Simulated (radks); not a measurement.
Values are calculated unless marked as measured or tabulated.
Valence configurations of Zn IV (all share [Ar]). Code: a radial shooting solver on a logarithmic mesh with Libxc functionals. Model: scalar-relativistic Kohn-Sham, PBE, spin-polarised, spherical densities, finite nucleus; open shells are filled with parallel spins first; Fermi nuclear charge, rms radius 3.9283 fm. Energies are relative to 3d9; eigenvalues in eV for spin up.

3d9: E (eV) 0.000; moment (Bohr magnetons) 1; e(3d) -51.278
3d8 4s1: E (eV) 16.260; moment (Bohr magnetons) 3; e(3d) -60.365; e(4s) -39.261
3d7 4s2: E (eV) 39.036; moment (Bohr magnetons) 3; e(3d) -70.067; e(4s) -41.548
3d7 4p2: E (eV) 57.248; moment (Bohr magnetons) 5; e(3d) -72.682; e(4p) -33.703
3d8.5 4p0.5: E (eV) 12.243; moment (Bohr magnetons) 2; e(3d) -56.419; e(4p) -28.683
3d8 4p1: E (eV) 25.814; moment (Bohr magnetons) 3; e(3d) -61.707; e(4p) -30.438
3d8.5 4s0.5: E (eV) 7.637; moment (Bohr magnetons) 2; e(3d) -55.731; e(4s) -37.517
3d6.5 4s2 4p0.5: E (eV) 57.093; moment (Bohr magnetons) 4; e(3d) -75.900; e(4p) -33.189; e(4s) -43.627
3d6.5 4s1.5 4p1: E (eV) 61.191; moment (Bohr magnetons) 5; e(3d) -76.546; e(4p) -33.972; e(4s) -44.465
3d7 4s1 4p1: E (eV) 47.003; moment (Bohr magnetons) 5; e(3d) -71.418; e(4p) -33.066; e(4s) -43.293

NIST lists [Ar] 3d9 as the ground configuration; this level of theory agrees among the configurations tried. The energies are those of spherical high-spin densities, not of single terms.
